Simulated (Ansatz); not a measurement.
H4O3STi, SMILES `[OH][Ti]([OH])([OH])[SH]`. Total charge 0; spin multiplicity 1. The structure was optimised at the PBE0-D4/def2-TZVP level. It is one conformer, not always the lowest.

```xyz
9

O     1.209    0.733    1.171
Ti    0.112    0.179   -0.134
O     0.315    1.144   -1.625
O    -1.580    0.223    0.431
S     0.627   -1.999   -0.715
H     1.037    0.945    2.089
H    -0.320    1.505   -2.244
H    -2.300   -0.407    0.466
H     0.902   -2.324    0.561
```

Q: What is the dipole moment at B3LYP/def2-TZVPP? (Estimate.)

A: Computed: 2.91 D, with components (-2.49, 0.61, 1.37) D in this frame, pointing from negative to positive charge.

Q: And with PBE, r2SCAN, ωB97M-V? (An estimate is asked.)

A: Computed: PBE 2.88 D, r2SCAN 2.95 D, ωB97M-V 2.98 D.

Q: Give the Mulliken charges with B3LYP, PBE, r2SCAN in def2-TZVPP. (Estimate.)

A: The calculation gave: 
```csv
atom,B3LYP,PBE,r2SCAN
O1,-0.46,-0.41,-0.47
Ti2,1.01,0.85,0.99
O3,-0.46,-0.41,-0.47
O4,-0.47,-0.42,-0.48
S5,-0.31,-0.30,-0.31
H6,0.19,0.19,0.21
H7,0.19,0.19,0.21
H8,0.20,0.20,0.22
H9,0.10,0.11,0.11
```

B3LYP here is the variant with VWN-RPA as its local correlation; programs differ in this.
